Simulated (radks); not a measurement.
Results of a calculation; reference values are marked as such.
Tb II, 64 electrons, occupied as [Kr] 4d10 4f9 5s2 5p5 6s1 7s1 (not the ground configuration). Code: a radial shooting solver on a logarithmic mesh with Libxc functionals. Model: Dirac Kohn-Sham, PBE, spin-unpolarised, spherical densities, finite nucleus; open shells are shared between the two j in proportion to 2j + 1; Fermi nuclear charge, rms radius 5.06 fm.

Normalised radial functions P(r) = r R(r) (large component), r in bohr:

r            5p1/2
0.0009044   0.0028
0.00107     0.0034
0.001255    0.0041
0.001485    0.0050
0.001743    0.0061
0.002045    0.0074
0.002419    0.0092
0.002839    0.0113
0.003358    0.0141
0.003941    0.0174
0.004625    0.0216
0.005471    0.0272
0.00642     0.0338
0.007595    0.0425
0.008913    0.0527
0.01046     0.0652
0.01237     0.0810
0.01452     0.0988
0.01718     0.1203
0.02016     0.1430
0.02365     0.1669
0.02798     0.1915
0.03283     0.2115
0.03884     0.2248
0.04558     0.2250
0.05349     0.2076
0.06327     0.1650
0.07425     0.0981
0.08784     0.0019
0.1031     -0.1059
0.121      -0.2129
0.1431     -0.2985
0.1679     -0.3262
0.1971     -0.2788
0.2331     -0.1410
0.2735      0.0549
0.3236      0.2777
0.3797      0.4392
0.4456      0.4881
0.5271      0.3802
0.6186      0.1361
0.7318     -0.2088
0.8588     -0.5408
1.008      -0.8007
1.192      -0.9427
1.399      -0.9396
1.655      -0.8151
1.942      -0.6295
2.279      -0.4313
2.696      -0.2534
3.164      -0.1327
3.742      -0.0568
4.392      -0.0210
5.154      -0.0063
6.097      -0.0014
7.154      -0.0003
8.463      0.0000
9.932      0.0000
11.65      0.0000
13.79      0.0000
16.18      0.0000
19.14      0.0000
22.46      0.0000

5p1/2: eigenvalue -42.298 eV, 3 radial nodes at r = 0.0881, 0.262, 0.663 bohr, <r> = 1.47 bohr, 90 % of the charge inside 2.15 bohr.
